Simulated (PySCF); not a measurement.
Potential energy curve for SMILES [SiH3]S (H4SSi). The Si1–S5 bond (Si1 also carries H, H, H; S5 carries H) is stretched with both fragments frozen at the PBE0/def2-TZVP optimised geometry.

- RCCSD(T) = CCSD(T) on RHF/cc-pVDZ, 10 core orbitals frozen (PySCF)
- NEVPT2 = SC-NEVPT2 on CASSCF(2,2)/cc-pVDZ, all electrons correlated (PySCF 2.14.0)
- UCCSD(T) = PySCF 2.14.0 with CCSD(T) on UHF/cc-pVDZ, 10 core orbitals frozen

Energies relative to the lowest point of each curve near equilibrium, in mEh:

```json
[
 {"R / Å": "1.73", "RCCSD(T)": "109.3", "NEVPT2": "109.3"},
 {"R / Å": "1.81", "RCCSD(T)": "64.2", "NEVPT2": "64.4"},
 {"R / Å": "1.93", "RCCSD(T)": "23.6", "NEVPT2": "24.2"},
 {"R / Å": "2.03", "RCCSD(T)": "6.8", "NEVPT2": "7.4"},
 {"R / Å": "2.10", "RCCSD(T)": "1.4", "NEVPT2": "1.7"},
 {"R / Å": "2.14", "RCCSD(T)": "0.0", "NEVPT2": "0.1"},
 {"R / Å": "2.22", "RCCSD(T)": "0.2", "NEVPT2": "0.0"},
 {"R / Å": "2.37", "RCCSD(T)": "8.0", "NEVPT2": "8.3"},
 {"R / Å": "2.48", "RCCSD(T)": "17.2", "NEVPT2": "17.9"},
 {"R / Å": "2.90", "RCCSD(T)": "59.6", "NEVPT2": "60.7"},
 {"R / Å": "3.49", "RCCSD(T)": "103.9", "NEVPT2": "106.0"},
 {"R / Å": "7.49", "RCCSD(T)": "95.0", "NEVPT2": "132.0"}
]
```

Q: Predict the corresponding UCCSD(T) column.

A: 1.73: 109.3; 1.81: 64.2; 1.93: 23.6; 2.03: 6.8; 2.10: 1.4; 2.14: 0.0; 2.22: 0.2; 2.37: 8.0; 2.48: 17.2; 2.90: 60.3; 3.49: 109.1; 7.49: 127.0 (mEh).

The T1 diagnostic of CCSD on the restricted reference of RCCSD(T) exceeds 0.045 at 3.89 to 7.49 Å. The unrestricted determinant behind UCCSD(T) is spin-contaminated at 2.90 to 7.49 Å (<S²> up to 1.0, against 0.00 for a pure singlet).
